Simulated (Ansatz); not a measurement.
BrClHInO, SMILES [In]([Cl])([Br])[OH].

Geometry optimised at B3LYP-D3(BJ)/def2-SVP. The structure was generated by enumeration; whether it is a known compound was not checked. The def2 effective core potentials stand for the cores of In; spin–orbit coupling is left out. The values are those of a single conformer.

Two levels are set side by side: PBE/def2-SVPD (Ansatz, a quantum-chemistry and plane-wave program) and CAM-B3LYP/def2-SVPD (Ansatz). Energy differences of separate SCF runs at the same geometry; the states with an electron removed or added have multiplicity 2 and 2. Differences are taken from unrounded values.

```csv
quantity,CAM-B3LYP
vertical ionisation energy (eV),11.25
vertical electron affinity (eV),1.41
vertical singlet–triplet gap (eV),4.55
```

Question: What does PBE give, and how far is it from CAM-B3LYP? (The exact figures need the calculation; the answer reports its results.)

Answer: 
| quantity | PBE | PBE minus CAM-B3LYP |
|---|---|---|
| vertical ionisation energy (eV) | 10.40 | -0.84 |
| vertical electron affinity (eV) | 1.44 | 0.02 |
| vertical singlet–triplet gap (eV) | 3.76 | -0.79 |
